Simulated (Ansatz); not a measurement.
Species: CH6Si2, SMILES `C=[SiH][SiH3]` (charge 0, multiplicity 1).

### Question
Give a relaxed geometry from PBE-D3(BJ)/def2-TZVP in Ansatz (a first-principles code).

### Answer
the end point of this relaxation (outside a Z-matrix the atoms follow the SMILES, hydrogens last).
Bond lengths (Å): C1–Si2 1.722, C1–H4 1.091, C1–H5 1.091, Si2–Si3 2.327, Si2–H6 1.494, Si3–H7 1.495, Si3–H8 1.496, Si3–H9 1.496. Angles (°): Si2–C1–H4 121.6, Si2–C1–H5 122.8, H4–C1–H5 115.5, C1–Si2–Si3 121.7, C1–Si2–H6 119.5, Si3–Si2–H6 118.9, Si2–Si3–H7 108.0, Si2–Si3–H8 111.0, Si2–Si3–H9 111.0, H7–Si3–H8 109.5, H7–Si3–H9 109.5, H8–Si3–H9 108.0.
